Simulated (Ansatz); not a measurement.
Two members of one family (Same ligands, another metal), computed with Ansatz in the gas phase; def2 core potentials for Mo, W, no spin–orbit coupling. The two geometries come from different levels. Names give formal oxidation states. A dash marks a value that wasn't run or was left out as unsound. The structures are stationary points that may keep the symmetry of their start. Remarks come from the PBE and PBE0 runs and from stability tests at other levels; not every state was tested. HOMO above LUMO (over both spins in singlets and doublets, within one spin in higher multiplets; at PBE or PBE0), or a gap under 0.15 eV within one spin, warns that the state may not be the lowest or that an electron is smeared out.

First: WN(OH)3 (singlet, charge 0, r2SCAN-D4/def2-SVP geometry).

```xyz
8

W    -0.0371    0.0641   -0.0178
N     0.7819   -1.3441    0.3779
O     0.7840    0.6925   -1.6126
H     1.5183    0.2268   -2.0335
O     0.2133    1.2267    1.4640
H     0.7261    0.9682    2.2422
O    -1.8475   -0.4593   -0.2628
H    -2.1389   -1.3748   -0.1574
```

```json
{"level": "PBE-D4/def2-SVP", "HOMO (eV)": "-6.65", "LUMO (eV)": "-1.60", "gap (eV)": "5.05", "vertical IE (eV)": "–", "vertical triplet (eV)": "–"}
{"level": "PBE-D4/def2-TZVPD", "HOMO (eV)": "-6.84", "LUMO (eV)": "-1.89", "gap (eV)": "4.95", "vertical IE (eV)": "–", "vertical triplet (eV)": "–"}
{"level": "r2SCAN-D4/def2-TZVP", "HOMO (eV)": "-7.11", "LUMO (eV)": "-1.66", "gap (eV)": "5.45", "vertical IE (eV)": "10.18", "vertical triplet (eV)": "4.74"}
{"level": "PBE0-D4/def2-TZVP", "HOMO (eV)": "-8.32", "LUMO (eV)": "-0.94", "gap (eV)": "7.38", "vertical IE (eV)": "10.35", "vertical triplet (eV)": "4.61"}
{"level": "ωB97M-V/def2-TZVP", "HOMO (eV)": "-10.68", "LUMO (eV)": "1.04", "gap (eV)": "11.72", "vertical IE (eV)": "–", "vertical triplet (eV)": "–"}
```

Metal–donor distances: 1 × N 1.68 Å, 3 × O 1.90 Å. Remarks: restricted SCF unstable in HF.

Second: MoN(OH)3 (singlet, charge 0, B3LYP-D4/def2-SVP geometry).

```xyz
8

Mo    0.020    0.019    0.029
N    -0.799   -0.741   -1.168
O     0.950    1.447   -0.781
H     0.902    1.630   -1.729
O     1.187   -1.263    0.776
H     1.233   -2.175    0.457
O    -1.272    0.617    1.268
H    -2.219    0.465    1.147
```

Problem. Estimate the same table for the second.

Solution. 
| level | HOMO (eV) | LUMO (eV) | gap (eV) | vertical IE (eV) | vertical triplet (eV) |
| --- | --- | --- | --- | --- | --- |
| PBE-D4/def2-SVP | -6.84 | -2.17 | 4.67 | – | – |
| PBE-D4/def2-TZVPD | -7.05 | -2.45 | 4.59 | – | – |
| r2SCAN-D4/def2-TZVP | -7.35 | -2.32 | 5.02 | 10.39 | 4.41 |
| PBE0-D4/def2-TZVP | -8.60 | -1.58 | 7.03 | 10.65 | 4.28 |
| ωB97M-V/def2-TZVP | -10.99 | 0.59 | 11.59 | – | – |

Metal–donor distances: 1 × N 1.64 Å, 3 × O 1.89 Å. Remarks: restricted SCF unstable in HF, gap within one spin near zero at PBE or PBE0 (triplet).
